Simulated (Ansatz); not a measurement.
Input file for Ansatz (a quantum-chemistry and plane-wave program): U-B3LYP/def2-TZVPP on C2H4N (SMILES [CH]=NC), 2S+1 = 2, atoms moved off the minimum.

Ansatz 0.2 input:
```yaml
crystal:
  periodic: [false, false, false]
  atoms:
    - {symbol: C, position_ang: [1.27877673, -0.07004709, -0.18800253]}
    - {symbol: N, position_ang: [0.27138840, -0.43893171, -0.30953995]}
    - {symbol: C, position_ang: [-1.03459986, 0.29441348, 0.20534894]}
    - {symbol: H, position_ang: [1.87125030, 0.70364796, 0.38404301]}
    - {symbol: H, position_ang: [-1.73030831, 0.60883444, -0.62212626]}
    - {symbol: H, position_ang: [-1.58442436, -0.41992345, 0.84099759]}
    - {symbol: H, position_ang: [-0.87289916, 1.12251836, 0.88930288]}
basis:
  gaussian:
    orbitals: def2-TZVPP
hamiltonian:
  xc: {name: B3LYP}
magnetization: {spin_polarized: true, initial_magnetization: 1}
output: {forces: true}
```

Program output:

```
WARN ansatz: RAYON_NUM_THREADS=1 ignored (pool sized by the plan → 1); use --threads N
Functional definition: B3LYP
integrals: 0.04 GiB planned
751 factors; their error is unknown
mean field: 0.57 GiB planned
mean field evaluation 1: about -3619.3911 eV, gradient 4.1e1 eV
mean field evaluation 2: about -3611.8679 eV, gradient 5.6e1 eV
mean field evaluation 4: about -3626.6959 eV, gradient 3.3e0 eV
mean field evaluation 8: about -3626.7469 eV, gradient 4.7e-2 eV
mean field evaluation 16: about -3626.7428 eV, gradient 1.7e-4 eV
mean field -3626.74279893 eV, -133.2803395660 hartree, gradient 5.8e-5 eV, S^2 0.754460; 0 other end points of the search recorded, 0 dependent functions left out
the calculation of the forces begins
reference -3626.74302907 eV, -133.2803480237 hartree; 12, 11 occupied and 137, 138 virtual orbitals, 751 factors
Total energy: -3626.74302907 eV, -133.2803480237 hartree
Atom 0 at     1.278777    -0.070047    -0.188003 Å, force    17.419406     5.673658     2.533767 eV/Å
Atom 1 at     0.271388    -0.438932    -0.309540 Å, force   -17.683432    -4.130800    -1.694951 eV/Å
Atom 2 at    -1.034600     0.294413     0.205349 Å, force    -1.111863    -1.066939     0.004355 eV/Å
Atom 3 at     1.871250     0.703648     0.384043 Å, force    -0.697237    -0.350520    -0.573699 eV/Å
Atom 4 at    -1.730308     0.608834    -0.622126 Å, force     1.112585    -0.458911     0.567096 eV/Å
Atom 5 at    -1.584424    -0.419923     0.840998 Å, force     0.218384    -0.080497    -0.566616 eV/Å
Atom 6 at    -0.872899     1.122518     0.889303 Å, force     0.742156     0.414010    -0.269952 eV/Å
Dipole moment:    -0.195210     0.306205     0.225594 e Å
```

The run converged.

Cost: about 1.6 core-seconds (a rough figure).
